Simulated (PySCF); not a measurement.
Cl₃Si, SMILES Cl[Si](Cl)Cl, multiplicity 2. Coordinates come from a PBE0-D3(BJ)/def2-SVP optimisation. The isomer is the one that the SMILES or the coordinates give; other isomers of the formula were not compared.

Give the equilibrium geometry at PBE0-D3(BJ)/def2-SVP (PySCF confirms it by a frequency run) as Cartesian coordinates in Å, and its point group. (Estimate from the structure and the level; the computed values follow.)

point group C3v.
```xyz
4

Cl     1.6776     0.9686    -0.1503
Si     0.0000     0.0000     0.5476
Cl     0.0000    -1.9371    -0.1503
Cl    -1.6776     0.9686    -0.1503
```
Charge 0, spin multiplicity 2.
